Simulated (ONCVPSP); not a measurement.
## How hard is this V (Z = 23) ONCV potential?

| Quantity | Value |
| --- | --- |
| Element | vanadium |
| Generator | ONCVPSP 4.0.1 |
| Type | optimised norm-conserving Vanderbilt (ONCV) |
| Functional | PBEsol |
| Relativity | scalar-relativistic |
| Frozen core | [Ar] |
| Valence charge | 5 |
| Reference configuration | 3d4 4s1 |
| Partial waves | 4s: rc 2.25 bohr, ncon 4, nbas 7, qcut 2.6 1/bohr, 1 projector; p scattering state at 0.04 Ha: rc 2.35 bohr, ncon 4, nbas 8, qcut 3.9 1/bohr, 1 projector; 3d: rc 2.20 bohr, ncon 4, nbas 9, qcut 7.4 1/bohr, 2 projectors, debl 1.8 Ha; f scattering state at 0.3 Ha: rc 2.15 bohr, ncon 5, nbas 10, qcut 5.7 1/bohr, 2 projectors, debl 1 Ha |
| Local potential | polynomial inside 1.45 bohr (lpopt 3, dvloc0 0 Ha) |
| Core correction | Teter function, fcfact 5.75, rcfact 1.7 |

Q: For each optimised wave give the share of its norm inside rc, the residual kinetic energy above qcut (Ha) and the cutoffs (Ha) for errors of 10, 1, 0.1 and 0.01 mHa per electron.

A:

| wave | norm inside rc | residual KE | 10 mHa | 1 mHa | 0.1 mHa | 0.01 mHa |
| --- | --- | --- | --- | --- | --- | --- |
| 4s | 0.157 | 3.4e-04 | 1.5 | 2.8 | 10.7 | 23.6 |
| p projector 1 | 0.133 | 3.6e-04 | 0.8 | 5.7 | 24.4 | 37.9 |
| 3d | 0.764 | 4.7e-06 | 16.6 | 20.2 | 23.0 | 26.4 |
| d projector 2 | 0.246 | 2.4e-05 | 19.0 | 22.8 | 25.8 | 37.1 |
| f projector 1 | 0.004 | 3.0e-07 | 0.9 | 2.1 | 6.0 | 10.6 |
| f projector 2 | 0.140 | 6.5e-05 | 6.6 | 11.5 | 15.5 | 25.4 |

The occupied waves need 20 Ha and 23 Ha for 1 and 0.1 mHa. Rows with under 1 % of the norm inside rc give no meaningful cutoff. Note: ghosts flagged at negative energy: s at -18.9 eV; GHOST(+) flagged for p at 18.4 eV. A true bound ghost makes a file unfit for plane-wave use. 3 of 4 tests not solved or not reliable.
